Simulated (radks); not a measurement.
Ru2+, configuration [Kr] 4d5 7f1 (not the ground configuration).

Calculated with a radial shooting solver on a logarithmic mesh with Libxc functionals: Dirac Kohn-Sham, PBE, spin-unpolarised, spherical densities, finite nucleus; open shells are shared between the two j in proportion to 2j + 1; Fermi nuclear charge, rms radius 4.4809 fm.

Energy parts (hartree):
part                        energy
total                  -4529.50980
kinetic                 4713.48832
electron-nucleus      -10907.86309
Hartree                 1797.48935
exchange-correlation    -132.62438

Orbitals (lengths in bohr, moments of r in powers of bohr; <r^-3> diverges for s and p1/2; r(90%) holds 90 % of the orbital's charge):
| orbital | occ. | eigenvalue (hartree) | <1/r> | <r> | <r^-3> | r(90%) | small-component weight |
|---|---|---|---|---|---|---|---|
| 1s1/2 | 2 | -806.9733 | 45.88 | 0.03344 | - | 0.0599 | 2.58e-02 |
| 2s1/2 | 2 | -117.0638 | 10.49 | 0.1453 | - | 0.225 | 5.34e-03 |
| 2p1/2 | 2 | -108.2626 | 10.47 | 0.1236 | - | 0.202 | 5.35e-03 |
| 2p3/2 | 4 | -103.4514 | 9.921 | 0.1284 | 2801 | 0.209 | 5.16e-03 |
| 3s1/2 | 2 | -21.63082 | 3.625 | 0.4024 | - | 0.594 | 1.46e-03 |
| 3p1/2 | 2 | -18.21655 | 3.527 | 0.3956 | - | 0.597 | 1.40e-03 |
| 3p3/2 | 4 | -17.39994 | 3.394 | 0.4062 | 482.5 | 0.613 | 1.35e-03 |
| 3d3/2 | 4 | -11.35836 | 3.217 | 0.3820 | 72.08 | 0.608 | 1.24e-03 |
| 3d5/2 | 6 | -11.19922 | 3.182 | 0.3855 | 68.38 | 0.613 | 1.22e-03 |
| 4s1/2 | 2 | -4.00664 | 1.361 | 1.011 | - | 1.47 | 3.52e-04 |
| 4p1/2 | 2 | -2.98013 | 1.245 | 1.090 | - | 1.61 | 3.04e-04 |
| 4p3/2 | 4 | -2.85188 | 1.206 | 1.118 | 75.93 | 1.65 | 2.91e-04 |
| 4d3/2 | 2 | -1.30896 | 0.9229 | 1.433 | 7.074 | 2.22 | 1.81e-04 |
| 4d5/2 | 3 | -1.29373 | 0.9139 | 1.446 | 6.675 | 2.24 | 1.79e-04 |
| 7f5/2 | 0.428571 | -0.09151 | 0.07685 | 19.70 | 0.01115 | 27.1 | 4.27e-06 |
| 7f7/2 | 0.571429 | -0.09149 | 0.07685 | 19.70 | 0.01110 | 27.1 | 4.27e-06 |

The highest occupied level is 7f7/2 at -2.490 eV. The density falls to 0.001 e/bohr^3 at r = 3.26 bohr. Summed over all electrons, <r^2> = 466.8 bohr^2, which gives a Langevin (diamagnetic) susceptibility term of -370 x 10^-6 cm^3/mol. The electron density at the nucleus is 1.101e+05 e/bohr^3.
